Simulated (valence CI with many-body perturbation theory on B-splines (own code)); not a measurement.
# Mn XIII: key properties

Method: relativistic CI+MBPT: three valence electrons over a frozen Dirac-Fock core [Ne], radial functions for each j: 9 s, 9 p, 8 d, 6 f, 3 g, 1 h, with the one-electron correlation potential Σ1, the two-electron term Σ2, the three-electron term Σ3, Breit, model QED; selected CI, second order for the rest, scaled by the run's own slope (own B-spline code, finite nucleus).

No measured spectrum was set against this ion. As an estimate, levels of excited configurations hold to 0.05 to 0.15 % of their energy, terms of the ground configuration to about 0.5 %.

Rates and lifetimes use the calculated energies. Strong lines usually hold to 10 to 20 %, long lifetimes can be off by a factor of two.

(1) What is the ground level?

(2) How well does LS coupling describe the low levels?

(3) Among levels below 89.472 eV, which E1 lines absorb most strongly from the ground level?

(4) What is the ionisation energy?

(5) What are the static dipole polarisabilities of the lowest levels?

(6) Where does the other parity begin?

(7) Name the longest-lived excited levels whose lifetime is computed, and their main decay.

Results:

(1) 3s²3p ²P°_1/2, composition 97 % 3s²3p ²P°, g = 0.665.

(2) Among the lowest 20 levels the leading LS term, summed over configurations, holds 96 % on average. For single configurations the figures are 88 % in LS and 64 % in jj coupling. Terms mix most in the J = 1/2 level at 42.070 eV, where the leading one holds 82 %.

(3) to 3s²3d ²D_3/2 at 22.69 nm, f = 0.502; to 3s3p² ²S_1/2 at 29.47 nm, f = 0.189; to 3s3p² ²P_1/2 at 27.72 nm, f = 0.155.

(4) 343.64 eV; NIST lists 343.6 ± 0.7 eV (semi-empirical).

(5) 3s²3p ²P°_1/2 0.391; 3s²3p ²P°_3/2 0.395 (tensor 0.038) bohr³, of which the core gives 0.00680.

(6) At 3s3p² ⁴P_1/2, 25.829 eV.

(7) 3s²3p ²P°_3/2 at 1.899 eV lives 30.8 ms, mostly by M1 to 3s²3p ²P°_1/2.
